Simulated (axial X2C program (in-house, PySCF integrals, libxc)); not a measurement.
# Nuclear properties of CoP

Calculated with an axial X2C code built on PySCF integrals: two-component X2C with atomic mean-field Coulomb and Gaunt terms, Gaussian nuclei, basis Co dyall-cv3z, P dyall-v3z with contracted cores.

R = 2.100 Å (near the PBE0 minimum at charge 0 of the determinant lowest at the starting distance; the state shown can have its own minimum elsewhere).

Determinant lowest in the PBE0 search, Ω = 4 (⟨Sz⟩ = 2.00, ⟨Lz⟩ = 2.00 at PBE0), spin on the atoms Co 1.25, P 0.74:

| level | Eeff magnitude (GV/cm) | Ws magnitude Co (kHz) | Ws magnitude P (kHz) | A∥/gI Co (MHz) | qzz Co (a.u.) | A∥/gI P (MHz) | qzz P (a.u.) | μ (D) |
| --- | --- | --- | --- | --- | --- | --- | --- | --- |
| PBE0 | 0.125 | 0.00219 | 0.000232 | 415 | 0.27 | -38.1 | -0.80 | -3.88 |
| HF | 0.209 | 0.00694 | 0.00316 | 310 | -0.43 | -40.9 | -1.69 | -5.28 |
| LDA | 0.161 | 0.00316 | 0.00373 | 515 | 0.04 | -18.4 | -0.08 | -3.20 |
| BHandHLYP | 0.137 | 0.000398 | 0.00122 | 366 | 0.11 | -36.1 | -1.10 | -4.20 |
| B3LYP | 0.112 | 0.00324 | 0.000421 | 422 | 0.33 | -32.6 | -0.63 | -3.54 |

Eeff is the effective electric field on the electron electric dipole moment in this Ω state and Ws the scalar–pseudoscalar constant of the nucleus named (defined with the proton number Z and per Ω); A∥ (defined per Ω) follows by multiplying with gI = μI/(I μN); qzz is the electric field gradient, eQq0 = 234.96 MHz × Q/barn × qzz; μ is positive if the P end (last atom) is positive. The operators were transformed with the bare-nucleus X2C matrices; with these basis sets, hyperfine constants and field gradients can be off by tens of per cent, and where levels differ in sign neither size nor sign is settled.

Question: With gI(59Co) = 1.3220 (g factors from the IAEA table of nuclear moments by Stone), turn the PBE0 values of the first state into constants in MHz.

Answer: A∥(59Co) = 415 × 1.3220 = 549 MHz.

Each state is one determinant with collinear spin, which with several unpaired electrons need not be a pure state. Unrestricted Hartree–Fock can overshoot spin polarisation at the nuclei. With several open shells hyperfine constants can be off by a factor of several. Open-shell Ω = 0 determinants with evenly filled partner blocks cannot be reached by this program, so the Ω shown need not be the lowest component. At HF, LDA a later determinant lies lower. States lie within half an eV, so the first need not be the ground state. The sign of Ws at Co differs between levels in the first state. Further determinants of the search, some of them spin-mixed, are not shown. Where a field gradient or hyperfine factor spreads by more than a factor of two over the levels, a constant derived from it is not to be relied on.
